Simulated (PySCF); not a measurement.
Species: C4H5BCl2.
Bonds: C1–C2 (double), C2–C3 (double), C3–C4, C4–B5, B5–Cl6, B5–Cl7. Hydrogens: H8, H9 on C1; H10 on C3; H11, H12 on C4.

Computed by this run: PySCF 2.14.0, PBE0-D3(BJ)/def2-SVP geometry optimisation, gas phase; density fitting, grid level 1; the optimiser is geomeTRIC in internal coordinates, started from a GFN2-xTB structure with every atom displaced at random (about 0.01 Å).

Step 0: E = -29926.4053 eV
```
atom  x, y, z in Å  |  force x, y, z in eV/Å
C1      2.2505    0.0706   -0.0922   -0.955   1.074   1.413
C2      1.1562   -0.5816    0.1814    0.241  -0.168   0.047
C3      0.0665   -1.2551    0.4354    0.752  -0.158   0.466
C4     -1.2256   -0.9896   -0.2056   -1.822  -0.424   0.509
B5     -2.2615   -0.2863    0.8040    1.135  -0.309  -0.749
Cl6    -3.8023   -0.9472    1.1752   -0.787  -0.421   0.087
Cl7    -1.7934    1.1786    1.5936    0.176   0.578   0.258
H8      2.5085    0.9953    0.4432   -0.086  -0.094   0.045
H9      2.9097   -0.2059   -0.8539    1.248  -0.729  -1.492
H10     0.1039   -2.0457    1.1931    0.060  -0.057   0.059
H11    -1.6700   -1.9410   -0.5597    0.031   0.199  -0.034
H12    -1.0872   -0.3477   -1.0635    0.008   0.510  -0.611
```

Step 1: E = -29926.5316 eV
```
atom  x, y, z in Å  |  force x, y, z in eV/Å
C1      2.2518    0.1061   -0.0679    0.363  -0.261  -0.422
C2      1.1752   -0.5900    0.1817   -0.097   0.065   0.007
C3      0.0828   -1.2693    0.4253   -0.179  -0.037  -0.095
C4     -1.2738   -1.0091   -0.1994    0.453  -0.013  -0.145
B5     -2.2258   -0.2820    0.8006   -0.554   0.023   0.206
Cl6    -3.8130   -0.9620    1.2066    0.374   0.180  -0.064
Cl7    -1.7728    1.2416    1.5406   -0.023  -0.112  -0.048
H8      2.5055    0.9968    0.5089    0.003   0.128   0.081
H9      2.9547   -0.1981   -0.8693   -0.265   0.130   0.308
H10     0.1336   -2.0822    1.1592    0.016  -0.037   0.042
H11    -1.7155   -1.9522   -0.5505   -0.053  -0.033   0.006
H12    -1.1474   -0.3554   -1.0848   -0.038  -0.033   0.123
```

Q: Estimate the geometry and energy of step 2. (The exact step hangs on the optimiser's Hessian estimate; all steps are aligned on step 1, rigid shifts and turns removed.)

A: E = -29926.5415 eV, largest force 0.205 eV/Å
```
atom  x, y, z in Å  |  force x, y, z in eV/Å
C1      2.2422    0.1067   -0.0732    0.043  -0.026  -0.031
C2      1.1693   -0.5962    0.1805    0.043  -0.019   0.024
C3      0.0849   -1.2875    0.4293   -0.072   0.037  -0.078
C4     -1.2614   -1.0159   -0.2008    0.061  -0.065   0.036
B5     -2.2266   -0.2800    0.7958   -0.189  -0.040   0.070
Cl6    -3.8117   -0.9268    1.2093    0.153   0.026  -0.068
Cl7    -1.7555    1.2318    1.5393    0.036   0.031  -0.010
H8      2.4730    1.0062    0.5082    0.016   0.003  -0.016
H9      2.9434   -0.1815   -0.8671   -0.051   0.025   0.058
H10     0.1379   -2.1012    1.1648    0.008   0.020  -0.006
H11    -1.7122   -1.9542   -0.5580   -0.032   0.002   0.000
H12    -1.1279   -0.3572   -1.0771   -0.016   0.007   0.021
```

The energy changes by -0.0099 eV. The first-order estimate −F·Δx gives -0.0195 eV and the mean of the old and new forces, exact on a quadratic surface, -0.0100 eV. The step makes an angle of 77° with the force vector and moves no atom by more than 0.035 Å.

What follows is the cost of the whole optimisation. Time: 40 s of wall time; peak memory 0.55 GiB. Hardware: Arm Neoverse V1, one thread, shared host with 64 logical CPUs at a one-minute load of 22.
